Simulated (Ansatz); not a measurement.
Stepwise reaction of `[OH][GeH]([OH])[GeH3]` with hydrogen fluoride, as a gas-phase model of exchange steps in deposition or etching. ΔE in kJ/mol.

Computed with Ansatz on PBE0-D4/def2-TZVP structures; ΔE is electronic, products minus reactants. CCSD(T)/CBS adds triple-zeta CCSD(T) − MP2 to the extrapolated MP2 energy (def2 sets, frozen cores). This one scheme is used for every species. Functionals use def2-TZVPP. B3LYP here is the variant with VWN-RPA as its local correlation; programs differ in this. For Ge outer-core shells are correlated without core-valence functions, which leaves a few kJ/mol of doubt a bond. Scalar relativity is left out up to krypton. Each species was taken in one conformer, which may not be the lowest.

```csv
step,reaction,PBE-D4,B3LYP-D4,ωB97M-V,CCSD(T)/CBS
1,`[OH][GeH]([OH])[GeH3]` + H–F → `[OH][GeH]([F])[GeH3]` + H₂O,-38.9,-41.0,-40.6,-35.3
2,`[OH][GeH]([F])[GeH3]` + H–F → `[F][GeH]([F])[GeH3]` + H₂O,-30.4,-31.9,-31.1,-26.1
```

Q: By hand: ΔE of the 2 steps together at CCSD(T)/CBS.

A: (-35.3) + (-26.1) = -61.4 kJ/mol, or -30.7 kJ/mol a step.

In ΔE each step is higher than the one before. All are downhill at CCSD(T)/CBS. PBE-D4 differs from CCSD(T)/CBS by -4.3 to -3.6 kJ/mol a step. Isolated molecules leave out the surface, adducts and barriers. Largest T1 diagnostic: 0.012.
